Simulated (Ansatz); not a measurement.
**Question.** Name a neutral molecule of N, O, Si and H with LUMO energy (ωB97M-V/def2-TZVPP) between 1.30 and 1.60 eV and HOMO–LUMO gap (PBE0/def2-TZVPP) between 7.60 and 7.90 eV (Ansatz, PBE0-D4/def2-TZVP geometry).

**Answer.** `[SiH3]N[SiH2]O[SiH3]` (1.55 eV, 7.83 eV). Other molecules can fit too; these were computed, each in one conformer that needn't be the lowest.
